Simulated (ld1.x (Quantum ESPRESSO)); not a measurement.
## PBEsol PAW dataset for B (Z = 5), non-relativistic all-electron reference.

boron (B), PAW, made with ld1.x (Quantum ESPRESSO) 7.5 (PBEsol, non-relativistic). Core [He], reference 2s1 2p0 (charge +2). Waves: 2s (bound): rcut 1.15, rcutus 1.25 bohr; 2s channel at -0.9 Ry: rcut 1.15, rcutus 1.25 bohr; 2p (bound, empty): rcut 1.65, rcutus 1.90 bohr; 2p channel at -0.55 Ry: rcut 1.65, rcutus 1.90 bohr; 3d channel at -0.1 Ry: rcut 1.50, rcutus 1.90 bohr. Local part: all-electron potential smoothed inside 1.90 bohr (lloc = -2). Core correction: Bessel-smoothed model core, default radius (core density twice the valence density). Augmentation charge: BESSEL, radius 1.05 bohr.

Calculated quality:

| Item | Value |
| --- | --- |
| Cutoffs needed | 18 Ry and 25 Ry (the cutoffs (Ry, on a coarse ladder) from which the occupation-weighted sum of valence levels, in a spherical-Bessel basis at the reference potential, stays within 10 and 1 mRy of its value at 400 Ry) |
| Ghost test | no extra level below or beside the all-electron valence levels (s, p, d, f tested) (spherical-Bessel basis up to 400 Ry, 20 bohr box) |
| Largest excitation error | -5.4 meV (all-electron minus pseudo) for 2s2 2p1.3, out of 7 test configurations |
| Lowest eigenvalue of the overlap operator | 0.63 (s channel) |

Generation and tests took about 1.4 s on one core of a shared server CPU.
